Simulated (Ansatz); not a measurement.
Cl₄Ge (SMILES [Cl][Ge]([Cl])([Cl])[Cl]), singlet, geometry from GFN2-xTB; BLYP/def2-SVP in Ansatz (a quantum-chemistry and plane-wave program).

The Ansatz input:
Ansatz 0.2 input:
```yaml
crystal:
  periodic: [false, false, false]
  atoms:
    - {symbol: Cl, position_ang: [-0.93988899, -1.51230518, -1.16432348]}
    - {symbol: Ge, position_ang: [0.00000000, 0.00000000, -0.00000000]}
    - {symbol: Cl, position_ang: [2.08248304, -0.40965857, 0.14680488]}
    - {symbol: Cl, position_ang: [-0.28676021, 1.89182840, -0.92997922]}
    - {symbol: Cl, position_ang: [-0.85583384, 0.03013535, 1.94749782]}
basis:
  gaussian:
    orbitals: def2-SVP
hamiltonian:
  xc: blyp
```

The log (banner, timings and long lists left out):

```
Functional definition: BLYP
1131 factors; their error is unknown
mean field evaluation 1: about -106590.0352 eV, gradient 3.0e1 eV
mean field evaluation 2: about -106587.0014 eV, gradient 5.1e1 eV
mean field evaluation 4: about -106591.5339 eV, gradient 7.3e-1 eV
mean field evaluation 8: about -106591.4534 eV, gradient 1.1e-2 eV
mean field -106591.45344782 eV, -3917.1636639251 hartree, gradient 7.2e-5 eV, S^2 0.000000; 0 other end points of the search recorded, 0 dependent functions left out
reference -106591.45375845 eV, -3917.1636753407 hartree; 50, 50 occupied and 54, 54 virtual orbitals, 1131 factors
Total energy: -106591.45375845 eV, -3917.1636753407 hartree
```
